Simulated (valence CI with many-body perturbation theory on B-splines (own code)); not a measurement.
## Ni⁵⁺: E2, M1 decay

Calculated by configuration interaction combined with many-body perturbation theory (CI+MBPT): five valence electrons over a frozen Dirac-Fock core [Ar], a basis of 7 s, 7 p, 8 d, 6 f, 4 g, 1 h functions for each j, with the one-electron correlation potential Σ1, the two-electron term Σ2, the three-electron term Σ3, Breit, model QED; selected CI, second order for the rest, scaled by the run's own slope (own B-spline code, finite nucleus).

Set against measurement, 33 paired levels are off by 2573 cm⁻¹ on average, the worst by 7640. These come from a selection out of Corliss and Sugar, J. Phys. Chem. Ref. Data 10, 197 (1981). Levels without a partner in it may be off by more, other configurations by 1,000 to 8,000 cm⁻¹. Among the levels kept, up to 1600 cm⁻¹ of a level comes from second order outside the variational space, and about a tenth of that is noise between levels of different J, which matters for small intervals. Only levels of the ground parity were solved; by the run's estimate the other parity begins above the list, which can be wrong where configurations are misplaced.

Lines 1 to 50 of 112 in falling wavelength, among levels below 314710 cm⁻¹, chosen from the decays that carry over 1 % of a level's rate. Wavelengths and rates use the calculated energies, so an error of 3000 cm⁻¹ moves a line at 3821 nm by 110 % and its rate by three times that or more. Electric multipoles are in the length gauge, E1 and E2 with the static RPA response of the core. S is in atomic units (e²a₀⁴ for E2 and M2, e²a₀⁶ for E3), for M1 in squared Bohr magnetons. Weak lines are less certain than strong ones. Lines between different terms over intervals too small for the method are left out, as are lines whose strength nearly cancels and 7 of this kind that miss the measured wavelength by over 7 %. Where a level lies close to another of its J and parity, the split of strength between their lines is uncertain.

Names give the largest LS component (configuration and term), which can be under half, so a name can repeat, a term be missing and a line seem to break the LS rules; names also repeat where a configuration has a term twice. Letters in brackets count levels of one name in rising energy.

| λ vac (nm) | λ from measured levels | Upper | Lower | Type | A (s⁻¹) | S (a.u.) |
| --- | --- | --- | --- | --- | --- | --- |
| 7.906e+05 |  | 3d5 4G_7/2 | 3d5 4G_9/2 | M1 | 1.17e-07 | 1.71e+01 |
| 2.893e+05 |  | 3d5 4G_7/2 | 3d5 4G_5/2 | M1 | 1.79e-06 | 1.29e+01 |
| 1.081e+05 |  | 3d5 4G_9/2 | 3d5 4G_11/2 | M1 | 2.80e-05 | 1.31e+01 |
| 3821 | 3948 | 3d5 2G_9/2 [a] | 3d5 2H_9/2 | M1 | 9.70e-02 | 2.01e+00 |
| 3645 | 3410 | 3d5 2F_7/2 [a] | 3d5 2D_5/2 [a] | M1 | 5.70e-02 | 8.19e-01 |
| 3336 |  | 3d5 4F_5/2 | 3d5 2D_3/2 [a] | M1 | 1.50e-01 | 1.24e+00 |
| 2741 |  | 3d5 2H_9/2 | 3d5 4F_9/2 | M1 | 5.87e-02 | 4.48e-01 |
| 2718 |  | 3d5 4F_3/2 | 3d5 2D_3/2 [a] | M1 | 6.55e-02 | 1.95e-01 |
| 2625 |  | 3d5 4D_1/2 | 3d5 4P_1/2 | M1 | 2.48e-01 | 3.32e-01 |
| 2473 |  | 3d5 4F_5/2 | 3d5 2D_5/2 [a] | M1 | 1.26e-01 | 4.25e-01 |
| 2468 |  | 3d5 4D_1/2 | 3d5 4P_3/2 | M1 | 1.49e-01 | 1.66e-01 |
| 2375 |  | 3d5 4D_3/2 | 3d5 4P_3/2 | M1 | 1.75e-01 | 3.48e-01 |
| 2372 |  | 3d5 4D_5/2 | 3d5 4P_3/2 | M1 | 1.73e-02 | 5.13e-02 |
| 2302 |  | 3d5 4F_7/2 | 3d5 2D_5/2 [a] | M1 | 1.18e-01 | 4.26e-01 |
| 2255 |  | 3d5 4D_3/2 | 3d5 4P_5/2 | M1 | 8.18e-02 | 1.39e-01 |
| 2252 |  | 3d5 4D_5/2 | 3d5 4P_5/2 | M1 | 1.02e-01 | 2.59e-01 |
| 1974 | 1889 | 3d5 2F_5/2 [a] | 3d5 2D_5/2 [a] | M1 | 5.50e-01 | 9.41e-01 |
| 1899 |  | 3d5 2G_7/2 [a] | 3d5 4F_7/2 | M1 | 5.24e-02 | 1.06e-01 |
| 1809 |  | 3d5 2G_7/2 [a] | 3d5 4F_9/2 | M1 | 1.50e-02 | 2.63e-02 |
| 1796 |  | 3d5 2G_7/2 [a] | 3d5 4F_5/2 | M1 | 8.87e-02 | 1.52e-01 |
| 1666 |  | 3d5 2G_9/2 [a] | 3d5 4F_7/2 | M1 | 8.82e-02 | 1.51e-01 |
| 1596 |  | 3d5 2G_9/2 [a] | 3d5 4F_9/2 | M1 | 1.74e-01 | 2.63e-01 |
| 1122 |  | 3d5 4D_7/2 | 3d5 4G_7/2 | M1 | 9.34e-03 | 3.91e-03 |
| 1120 |  | 3d5 4D_7/2 | 3d5 4G_9/2 | M1 | 7.73e-03 | 3.23e-03 |
| 1001 |  | 3d5 2F_5/2 [b] | 3d5 4F_3/2 | M1 | 3.82e-01 | 8.53e-02 |
| 964.4 |  | 3d5 2F_5/2 [b] | 3d5 4F_7/2 | M1 | 1.68e-01 | 3.36e-02 |
| 937.1 |  | 3d5 2F_5/2 [b] | 3d5 4F_5/2 | M1 | 5.41e-02 | 9.89e-03 |
| 835.3 | 812.6 | 3d5 2F_5/2 [b] | 3d5 2F_7/2 [a] | M1 | 1.33e-01 | 1.72e-02 |
| 798.6 | 853.8 | 3d5 2H_9/2 | 3d5 2I_11/2 | M1 | 3.24e-01 | 6.12e-02 |
| 757.3 | 801.5 | 3d5 2H_11/2 | 3d5 2I_13/2 | M1 | 4.86e-01 | 9.39e-02 |
| 753.2 | 796.1 | 3d5 2H_11/2 | 3d5 2I_11/2 | M1 | 9.18e-01 | 1.75e-01 |
| 731.6 | 703.3 | 3d5 2F_5/2 [b] | 3d5 2D_3/2 [a] | M1 | 1.11e-01 | 9.62e-03 |
| 660.5 | 702.0 | 3d5 2G_9/2 [a] | 3d5 2I_11/2 | M1 | 1.66e-01 | 1.77e-02 |
| 617.5 |  | 3d5 2F_7/2 [a] | 3d5 4D_5/2 | M1 | 1.70e-01 | 1.18e-02 |
| 599.7 | 596.9 | 3d5 2F_7/2 [a] | 3d5 4D_7/2 | M1 | 3.18e-01 | 2.04e-02 |
| 571.7 |  | 3d5 4F_5/2 | 3d5 4D_5/2 | M1 | 6.32e-02 | 2.63e-03 |
| 566.1 | 554.1 | 3d5 2D_5/2 [a] | 3d5 4P_3/2 | M1 | 4.32e-01 | 1.74e-02 |
| 559.0 | 547.4 | 3d5 2D_5/2 [a] | 3d5 4P_5/2 | M1 | 2.32e+00 | 9.01e-02 |
| 555.1 |  | 3d5 4F_9/2 | 3d5 4D_7/2 | M1 | 5.83e-01 | 3.70e-02 |
| 555.1 |  | 3d5 4F_9/2 | 3d5 4D_7/2 | E2 | 3.26e-02 | 1.53e+00 |
| 553.5 |  | 3d5 2I_11/2 | 3d5 4G_9/2 | M1 | 1.33e-02 | 1.00e-03 |
| 550.7 | 518.8 | 3d5 2I_11/2 | 3d5 4G_11/2 | M1 | 4.37e-02 | 3.25e-03 |
| 550.2 |  | 3d5 4F_3/2 | 3d5 4D_5/2 | M1 | 1.83e-01 | 4.51e-03 |
| 550.1 |  | 3d5 4F_3/2 | 3d5 4D_3/2 | M1 | 7.43e-01 | 1.83e-02 |
| 548.6 | 516.6 | 3d5 2I_13/2 | 3d5 4G_11/2 | M1 | 1.76e-03 | 1.51e-04 |
| 547.2 |  | 3d5 4F_7/2 | 3d5 4D_7/2 | M1 | 5.99e-01 | 2.91e-02 |
| 545.3 |  | 3d5 4F_3/2 | 3d5 4D_1/2 | M1 | 4.40e-01 | 1.06e-02 |
| 541.5 | 530.5 | 3d5 2D_3/2 [a] | 3d5 4P_1/2 | M1 | 2.91e-01 | 6.84e-03 |
| 540.1 |  | 3d5 2F_5/2 [a] | 3d5 4D_5/2 | M1 | 9.31e-01 | 3.26e-02 |
| 539.9 |  | 3d5 2F_5/2 [a] | 3d5 4D_3/2 | M1 | 2.14e-01 | 7.49e-03 |
